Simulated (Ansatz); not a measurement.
VB₆⁺. Total charge 1; singlet. Geometry r2SCAN-D4/def2-SVP; atoms count from 1.

```xyz
7

V    -0.5794   -1.7030   -1.1825
B     1.1405    0.0222    1.1021
B     0.6505    1.4602    0.7297
B     0.3240    0.1371   -0.4177
B    -1.3396    0.0318   -0.6677
B     0.5702   -1.3352    0.3653
B    -0.7663    1.3870    0.0708
```

The restricted singlet is unstable towards broken spin symmetry at other levels; at PBE0-D4/def2-TZVP this wasn't settled. No other spin state of charge 1 was run. The geometry of the singlet was relaxed on an unsound state (restricted singlet, unstable towards broken spin symmetry at other levels and untested here). Another isomer (singlet) lies 0.08 eV lower at PBE-D4/def2-SVP; other spin states weren't run for this one.

Question: Estimate the Mulliken populations from the PBE0/def2-TZVP orbitals of Ansatz.

Answer: 
```tsv
atom	charge (e)	d electrons
V1	0.81	3.64
B2	0.03	–
B3	0.15	–
B4	0.04	–
B5	-0.03	–
B6	-0.03	–
B7	0.03	–
```
Mulliken values and Mayer orders depend strongly on the basis.

Question: And the Mayer bond orders between bonded heavy atoms (over 0.3)?

Answer: V1–B4 0.57 (2.19 Å); V1–B5 1.35 (1.96 Å); V1–B6 1.35 (1.96 Å); B2–B3 1.23 (1.56 Å); B2–B4 0.59 (1.73 Å); B2–B6 1.06 (1.65 Å); B3–B4 0.63 (1.78 Å); B3–B7 1.23 (1.56 Å); B4–B5 0.50 (1.69 Å); B4–B6 0.50 (1.69 Å); B4–B7 0.59 (1.73 Å); B5–B7 1.06 (1.65 Å).
